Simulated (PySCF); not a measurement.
An equivalent PySCF input for Ga³⁺ (gallium, charge +3), [Ar] 3d10, closed-shell 1S, with scalar relativity by spin-free X2C-1e:

```python
from pyscf import gto, scf, dft, mp, cc
import basis_set_exchange as bse
mol = gto.M(atom="Ga 0 0 0", charge=3, spin=0, symmetry="D2h",
            basis=gto.basis.parse(bse.get_basis("x2c-TZVPall", elements=["Ga"], fmt="nwchem", header=False)),
            nucmod="G")
mf = dft.UKS(mol, xc="LDA,VWN").sfx2c1e()
mf.irrep_nelec = {'Ag': (5, 5), 'B1g': (1, 1), 'B2g': (1, 1), 'B3g': (1, 1), 'B1u': (2, 2), 'B2u': (2, 2), 'B3u': (2, 2)}
mf.kernel()
```

It reaches the same state as the run whose output follows, with an energy that differs only through the grid. The run itself started from symmetry-adapted Hartree-Fock orbitals and held the occupation by maximum overlap, on a logarithmic radial grid, so the iterations belong to that start.

```
SCF conv_tol = 1e-09
number electrons alpha = 14  beta = 14
XC functionals = LDA,VWN
    P. A. M. Dirac.,  Math. Proc. Cambridge Philos. Soc. 26, 376 (1930)
    F. Bloch.,  Z. Phys. 57, 545 (1929)
    S. H. Vosko, L. Wilk, and M. Nusair.,  Can. J. Phys. 58, 1200 (1980)
cycle= 1 E= -1938.4952625377  delta_E= -0.00183  |g|= 0.272  |ddm|= 0.13
cycle= 2 E= -1938.48766957831  delta_E= 0.00759  |g|= 0.361  |ddm|= 0.194
cycle= 3 E= -1938.50484282769  delta_E= -0.0172  |g|= 0.000491  |ddm|= 0.113
cycle= 4 E= -1938.50484288292  delta_E= -5.52e-08  |g|= 0.000257  |ddm|= 0.000258
cycle= 5 E= -1938.50484289185  delta_E= -8.93e-09  |g|= 8.58e-06  |ddm|= 7.72e-05
cycle= 6 E= -1938.50484289186  delta_E= -6.82e-12  |g|= 2.35e-08  |ddm|= 2.86e-06
converged SCF energy = -1938.50484289186  <S^2> = -2.1316282e-14  2S+1 = 1
```
